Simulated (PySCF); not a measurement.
CdH₅NSi, SMILES [NH2][Cd][SiH3]. Atoms are numbered in the order given.

```xyz
8

Cd    -0.0131     0.2776    -0.1904
N      0.1028     1.8940    -1.4160
H      0.1292     2.8102    -0.9678
H     -0.5840     1.9510    -2.1683
Si     0.0207    -1.7647     1.2494
H     -0.0266    -3.0142     0.4286
H     -1.1531    -1.7946     2.1754
H      1.2553    -1.8286     2.0912
```
Charge 0, spin multiplicity 1.

Geometry optimised at B3LYP-D3(BJ)/def2-SVP. The def2 effective core potentials stand for the cores of Cd; spin–orbit coupling is left out. Other conformers were not sampled.

These are B3LYP/def2-TZVPD (PySCF) values and carry that method's errors.

The molecule is in vacuum.

```yaml
total_energy: -515.12971 hartree
highest_occupied_level: -6.33 eV
lowest_empty_level: -1.13 eV
orbital_gap: 5.19 eV
dipole_moment: 0.88 D
quadrupole, principal values (traceless, Buckingham form, about the centre of nuclear charge): -9.27, 2.88, 6.39 D·Å
mean_static_polarisability: 79.1 bohr³ (11.73 Å³)
polarisability_principal_values: 61.5, 63.0, 112.9 bohr³
```
